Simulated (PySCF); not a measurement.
C2H5N, charge -1, doublet, at a GFN2-xTB geometry (a state made from the parent by changing its charge; the spin is typed, not shown lowest) (in this run its highest filled SCF level lies above zero, so its values depend strongly on the basis, on diffuse functions most of all), with bond 6-1 at 1.3 times its length; CAMB3LYP/def2-SVP in PySCF.

PySCF was given this input:
```python
from pyscf import gto, scf, dft

mol = gto.M(
    atom='''
C     1.06928149   -0.35955971    0.02087445
N    -0.05456767    0.36781163    0.45848150
C    -1.15607006    0.24273579   -0.36293770
H     1.58101274    0.06926463   -0.88808148
H     1.83344785   -0.37771953    0.81756318
H     0.80036275   -1.75353757   -0.34159399
H    -1.28456639   -0.70105407   -0.94261144
H    -2.08960997    0.56762135    0.11408616
''',
    basis='def2-svp',
    charge=-1,
    spin=1,
    verbose=4,
)

mf = dft.UKS(mol)
mf.xc = 'camb3lyp'
mf.damp = 0.5
mf.diis_start_cycle = 5
mf.kernel()
mf.analyze()
```

What the program printed (banner, timings and long lists left out):

```
PySCF version 2.14.0

[INPUT] verbose = 4
[INPUT] num. atoms = 8
[INPUT] num. electrons = 25
[INPUT] charge = -1
[INPUT] spin (= nelec alpha-beta = 2S) = 1
[INPUT] symmetry False subgroup None
[INPUT] Mole.unit = angstrom
[INPUT] Symbol           X                Y                Z      unit          X                Y                Z       unit  Magmom
[...]
nuclear repulsion = 69.7009677576663
number of shells = 33
number of NR pGTOs = 107
number of NR cGTOs = 67
basis = def2-svp
ecp = {}

******** <class 'pyscf.dft.uks.UKS'> ********
method = UKS
initial guess = minao
damping factor = 0.5
level_shift factor = 0
DIIS = <class 'pyscf.scf.diis.CDIIS'>
diis_start_cycle = 5
diis_space = 8
diis_damp = 0
SCF conv_tol = 1e-09
SCF conv_tol_grad = None
SCF max_cycles = 50
direct_scf = True
direct_scf_tol = 1e-13
number electrons alpha = 13  beta = 12
XC library pyscf.dft.libxc version 7.1.2
    S. Lehtola, C. Steigemann, M. J. T. Oliveira, and M. A. L. Marques,  SoftwareX 7, 1–5 (2018)
XC functionals = camb3lyp
    T. Yanai, D. P. Tew, and N. C. Handy,  Chem. Phys. Lett. 393, 51 (2004)
radial grids:
    Treutler-Ahlrichs [JCP 102, 346 (1995); DOI:10.1063/1.469408] (M4) radial grids

becke partition: Becke, JCP 88, 2547 (1988); DOI:10.1063/1.454033
pruning grids: <function nwchem_prune>
grids dens level: 3
symmetrized grids: False
atomic radii adjust function: <function treutler_atomic_radii_adjust>
small_rho_cutoff = 0
Set gradient conv threshold to 3.16228e-05
tot grids = 91184
init E= -133.605723601036

cycle= 1 E= -133.599393078845  delta_E= 0.00633  |g|= 0.334  |ddm|= 1.96
cycle= 2 E= -133.661802640957  delta_E= -0.0624  |g|= 0.107  |ddm|= 0.602
cycle= 3 E= -133.666928036518  delta_E= -0.00513  |g|= 0.0396  |ddm|= 0.116
cycle= 4 E= -133.667902455617  delta_E= -0.000974  |g|= 0.0205  |ddm|= 0.0631
cycle= 5 E= -133.668268818536  delta_E= -0.000366  |g|= 0.00912  |ddm|= 0.0547
cycle= 6 E= -133.668263744117  delta_E= 5.07e-06  |g|= 0.0118  |ddm|= 0.0224
cycle= 7 E= -133.668325508629  delta_E= -6.18e-05  |g|= 0.00135  |ddm|= 0.0124
cycle= 8 E= -133.66832959012  delta_E= -4.08e-06  |g|= 0.000469  |ddm|= 0.00547
cycle= 9 E= -133.668330361097  delta_E= -7.71e-07  |g|= 0.000207  |ddm|= 0.00233
cycle= 10 E= -133.668330533015  delta_E= -1.72e-07  |g|= 7.97e-05  |ddm|= 0.00129
cycle= 11 E= -133.66833055801  delta_E= -2.5e-08  |g|= 4.91e-05  |ddm|= 0.000598
cycle= 12 E= -133.668330563045  delta_E= -5.03e-09  |g|= 1.79e-05  |ddm|= 0.000282
cycle= 13 E= -133.668330564153  delta_E= -1.11e-09  |g|= 8.22e-06  |ddm|= 0.000165
cycle= 14 E= -133.668330564375  delta_E= -2.22e-10  |g|= 3.8e-06  |ddm|= 8.18e-05
Extra cycle  E= -133.668330564403  delta_E= -2.77e-11  |g|= 3.24e-06  |ddm|= 2.51e-05
converged SCF energy = -133.668330564403  <S^2> = 0.75452415  2S+1 = 2.004519
**** SCF Summaries ****
Total Energy =                        -133.668330564402595
Nuclear Repulsion Energy =              69.700967757666334
One-electron Energy =                 -323.333048302118868
Two-electron Energy =                  119.963749980049954
Two-electron Coulomb Energy =          139.577537233354235
DFT Exchange-Correlation Energy =      -19.613787253304285
**** MO energy ****
                             alpha | beta                alpha | beta
[...]
To work with the spin densities directly, `use mulliken_meta_spin()` only printing them here.

 ** Mulliken spin pop alpha/beta on meta-lowdin orthogonal AOs **
 ** Mulliken Spin Density (per AO)  **
spin_pop of  0 C 1s        0.00000
spin_pop of  0 C 2s       -0.00331
spin_pop of  0 C 3s        0.00008
spin_pop of  0 C 2px      -0.00386
spin_pop of  0 C 2py       0.00460
spin_pop of  0 C 2pz      -0.00573
spin_pop of  0 C 3px       0.00100
spin_pop of  0 C 3py       0.00157
spin_pop of  0 C 3pz      -0.00001
spin_pop of  0 C 3dxy      0.00003
spin_pop of  0 C 3dyz     -0.00006
spin_pop of  0 C 3dz^2     0.00021
spin_pop of  0 C 3dxz      0.00013
spin_pop of  0 C 3dx2-y2    0.00025
spin_pop of  1 N 1s       -0.00000
spin_pop of  1 N 2s        0.01193
spin_pop of  1 N 3s        0.00053
spin_pop of  1 N 2px       0.02332
spin_pop of  1 N 2py       0.13279
spin_pop of  1 N 2pz       0.15836
spin_pop of  1 N 3px       0.00074
spin_pop of  1 N 3py       0.00138
spin_pop of  1 N 3pz       0.00127
spin_pop of  1 N 3dxy     -0.00000
spin_pop of  1 N 3dyz      0.00002
spin_pop of  1 N 3dz^2    -0.00017
spin_pop of  1 N 3dxz      0.00006
spin_pop of  1 N 3dx2-y2    0.00024
spin_pop of  2 C 1s       -0.00000
spin_pop of  2 C 2s        0.05849
spin_pop of  2 C 3s        0.00518
spin_pop of  2 C 2px       0.00740
spin_pop of  2 C 2py       0.19400
spin_pop of  2 C 2pz       0.26354
spin_pop of  2 C 3px       0.00010
spin_pop of  2 C 3py       0.00484
spin_pop of  2 C 3pz       0.00680
spin_pop of  2 C 3dxy      0.00019
spin_pop of  2 C 3dyz     -0.00040
spin_pop of  2 C 3dz^2    -0.00001
spin_pop of  2 C 3dxz     -0.00008
spin_pop of  2 C 3dx2-y2   -0.00006
spin_pop of  3 H 1s        0.03402
spin_pop of  3 H 2s        0.00362
spin_pop of  3 H 2px      -0.00002
spin_pop of  3 H 2py       0.00012
spin_pop of  3 H 2pz      -0.00007
spin_pop of  4 H 1s        0.00237
spin_pop of  4 H 2s        0.00016
spin_pop of  4 H 2px       0.00002
spin_pop of  4 H 2py       0.00000
spin_pop of  4 H 2pz       0.00000
spin_pop of  5 H 1s        0.08636
spin_pop of  5 H 2s        0.00991
spin_pop of  5 H 2px      -0.00001
spin_pop of  5 H 2py      -0.00002
spin_pop of  5 H 2pz       0.00001
spin_pop of  6 H 1s       -0.00049
spin_pop of  6 H 2s        0.00107
spin_pop of  6 H 2px       0.00002
spin_pop of  6 H 2py       0.00010
spin_pop of  6 H 2pz       0.00046
spin_pop of  7 H 1s       -0.00354
spin_pop of  7 H 2s        0.00016
spin_pop of  7 H 2px      -0.00001
spin_pop of  7 H 2py       0.00038
spin_pop of  7 H 2pz       0.00001
 ** Mulliken Spin Density (per atom)  **
spin density of  0 C =     -0.00509
spin density of  1 N =      0.33047
spin density of  2 C =      0.53999
spin density of  3 H =      0.03767
spin density of  4 H =      0.00254
spin density of  5 H =      0.09626
spin density of  6 H =      0.00116
spin density of  7 H =     -0.00300
 ** Mulliken pop alpha/beta on meta-lowdin orthogonal AOs **
 ** Mulliken pop       alpha | beta **
In total            13.00000 | 12.00000
 ** Mulliken atomic charges   ( Nelec_alpha | Nelec_beta ) **
charge of  0C =     -0.10719  (     3.05105      3.05614 )
charge of  1N =     -0.43342  (     3.88195      3.55147 )
charge of  2C =     -0.38356  (     3.46177      2.92179 )
charge of  3H =      0.02031  (     0.50868      0.47101 )
charge of  4H =      0.04615  (     0.47819      0.47565 )
charge of  5H =     -0.16244  (     0.62935      0.53309 )
charge of  6H =     -0.00100  (     0.50108      0.49992 )
charge of  7H =      0.02115  (     0.48793      0.49093 )

WARN: System has nonzero charge -1; the dipole moment is origin-dependent.
Location of origin: [0. 0. 0.]

Dipole moment(X, Y, Z, Debye):  1.25188, -0.00764,  0.12758
```
